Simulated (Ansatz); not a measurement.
One change: `F[SiH2][O][GeH3]` becomes `CBO[SiH2]F`.

Ansatz, PBE0-D4/def2-TZVP geometries, multiplicity 1. Each molecule was computed in one conformer, which needn't be the lowest.

Scalar relativity is left out up to krypton.

```
                                        property  `F[SiH2][O][GeH3]`
           HOMO energy (ωB97M-V/def2-TZVPP) / eV              -11.11
         HOMO–LUMO gap (ωB97M-V/def2-TZVPP) / eV               12.78
             LUMO energy (B3LYP/def2-TZVPP) / eV               -0.37
size of the dipole moment (B3LYP/def2-TZVPP) / D                1.93
            HOMO–LUMO gap (PBE0/def2-TZVPP) / eV                8.70
             HOMO–LUMO gap (PBE/def2-TZVPP) / eV                6.35
```

(1) Give the same properties after the change, and the shifts. (An estimate is asked.)

## Answers

(1) The calculation gave: 
```json
{"property": "HOMO energy (ωB97M-V/def2-TZVPP) / eV", "`CBO[SiH2]F`": "-10.91", "shift": "0.20"}
{"property": "HOMO–LUMO gap (ωB97M-V/def2-TZVPP) / eV", "`CBO[SiH2]F`": "12.55", "shift": "-0.23"}
{"property": "LUMO energy (B3LYP/def2-TZVPP) / eV", "`CBO[SiH2]F`": "-0.54", "shift": "-0.17"}
{"property": "size of the dipole moment (B3LYP/def2-TZVPP) / D", "`CBO[SiH2]F`": "1.28", "shift": "-0.65"}
{"property": "HOMO–LUMO gap (PBE0/def2-TZVPP) / eV", "`CBO[SiH2]F`": "8.25", "shift": "-0.45"}
{"property": "HOMO–LUMO gap (PBE/def2-TZVPP) / eV", "`CBO[SiH2]F`": "5.75", "shift": "-0.60"}
```

With PBE0 the HOMO rises by 0.27 eV and the LUMO falls by 0.17 eV, so the gap narrows by about 0.44 eV. PBE moves the HOMO by 0.29 eV and ωB97M-V by 0.20 eV. Dipoles are sizes alone; their direction can turn.

B3LYP here is the variant with VWN-RPA as its local correlation; programs differ in this.
